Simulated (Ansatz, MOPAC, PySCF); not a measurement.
Complex: SiH4 (SMILES [SiH4]) (first 5 atoms) with C2H6 (SMILES CC); geometry from B3LYP-D3(BJ)/def2-TZVP, rigid monomers moved along the line of their centres of mass till Si1···C6 is 4.32 Å.
(charge 0, multiplicity 1):
```json
[
 {"atom": "Si", "x (Å)": "-0.0194", "y (Å)": "0.3052", "z (Å)": "0.2851"},
 {"atom": "H", "x (Å)": "-1.4907", "y (Å)": "0.4006", "z (Å)": "0.4108"},
 {"atom": "H", "x (Å)": "0.4357", "y (Å)": "-1.0132", "z (Å)": "0.7795"},
 {"atom": "H", "x (Å)": "0.6167", "y (Å)": "1.3767", "z (Å)": "1.0833"},
 {"atom": "H", "x (Å)": "0.3647", "y (Å)": "0.4569", "z (Å)": "-1.1369"},
 {"atom": "C", "x (Å)": "-0.7237", "y (Å)": "-0.1828", "z (Å)": "4.5150"},
 {"atom": "C", "x (Å)": "0.7563", "y (Å)": "-0.3425", "z (Å)": "4.8486"},
 {"atom": "H", "x (Å)": "-1.0651", "y (Å)": "-0.9664", "z (Å)": "3.8356"},
 {"atom": "H", "x (Å)": "-0.9222", "y (Å)": "0.7788", "z (Å)": "4.0375"},
 {"atom": "H", "x (Å)": "-1.3419", "y (Å)": "-0.2360", "z (Å)": "5.4132"},
 {"atom": "H", "x (Å)": "0.9532", "y (Å)": "-1.3035", "z (Å)": "5.3278"},
 {"atom": "H", "x (Å)": "1.0964", "y (Å)": "0.4413", "z (Å)": "5.5282"},
 {"atom": "H", "x (Å)": "1.3741", "y (Å)": "-0.2900", "z (Å)": "3.9503"}
]
```

Counterpoise-corrected where a basis set is named; no monomer relaxation. Rows marked so take none.

Cores are frozen in the correlated methods. Rows in 3-21G, 6-31G* carry no dispersion term and start afresh at each structure (6-31G* with six Cartesian d functions). MP2/6-31G* freezes PySCF's default core. The state that PM3, PM7 reach isn't checked; PM7 holds dispersion and hydrogen-bond terms.

Programs: Ansatz (Gaussian orbitals); MOPAC for PM3, PM7 (differences of heats of formation); PySCF for 3-21G rows, 6-31G* rows, the dispersion terms. Values without a source in brackets are computed.

Other levels give for the interaction energy: PBE/def2-TZVPPD -0.33; B3LYP/def2-TZVPPD 0.22; B3LYP-D3(BJ)/def2-TZVPPD -0.87; wB97M-V/def2-TZVPPD -0.75; CCSD(T)/aug-cc-pV(D+d)Z -0.72 kcal/mol.

Problem. What do these common cheap choices give for the same quantity: PM3, PM7, HF/3-21G (no counterpoise), HF/6-31G*, B3LYP/6-31G* (no counterpoise), M06-2X/6-31G* (no counterpoise), MP2/6-31G*, MP2/6-31G* (no counterpoise)?

Solution. PM3 -0.03; PM7 -0.33; HF/3-21G (no counterpoise) -0.30; HF/6-31G* 0.14; B3LYP/6-31G* (no counterpoise) 0.02; M06-2X/6-31G* (no counterpoise) -0.80; MP2/6-31G* -0.22; MP2/6-31G* (no counterpoise) -0.55 kcal/mol. They span -0.80 to 0.14 kcal/mol.

Ansatz is an electronic-structure program.
